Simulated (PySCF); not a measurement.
Bi(Br)(SiH3)2 (BiBrH6Si2), SMILES [SiH3][Bi]([SiH3])[Br].

Coordinates come from a B3LYP-D3(BJ)/def2-SVP optimisation. The def2 effective core potentials stand for the cores of Bi; spin–orbit coupling is left out.

Method: TDDFT-PBE/def2-SVPD (PySCF).

Vertical excitations. The molecule is in vacuum. State labels are in the subgroup Cs.

```
state  symmetry  energy (eV)  λ (nm)      f                            main pairs
-----  --------  -----------  ------  -----  ------------------------------------
S1           A'         3.26     381  0.005                       HOMO→LUMO 100 %
S2           A"         3.39     365  0.003                     HOMO−1→LUMO 100 %
S3           A'         4.33     287  0.003                      HOMO−2→LUMO 99 %
S4           A"         4.44     279  0.000                      HOMO−3→LUMO 99 %
S5           A"         4.63     268  0.001  HOMO→LUMO+2 60 %, HOMO−1→LUMO+1 39 %
S6           A'         4.63     268  0.015  HOMO→LUMO+1 77 %, HOMO−1→LUMO+2 22 %
S7           A"         4.92     252  0.083  HOMO−1→LUMO+1 55 %, HOMO→LUMO+2 30 %
S8           A'         4.93     252  0.036  HOMO−1→LUMO+2 69 %, HOMO→LUMO+1 17 %
S9           A"         5.46     227  0.000                      HOMO−5→LUMO 98 %
S10          A'         5.55     223  0.042    HOMO→LUMO+3 52 %, HOMO−4→LUMO 30 %
T1           A'         2.83     437      0                       HOMO→LUMO 100 %
T2           A"         3.02     410      0                     HOMO−1→LUMO 100 %
T3           A'         3.91     317      0                      HOMO−2→LUMO 99 %
T4           A"         4.08     304      0                      HOMO−3→LUMO 99 %
```
Triplets are in the Tamm–Dancoff approximation, which puts them higher than full response would, so one can lie above its singlet here.
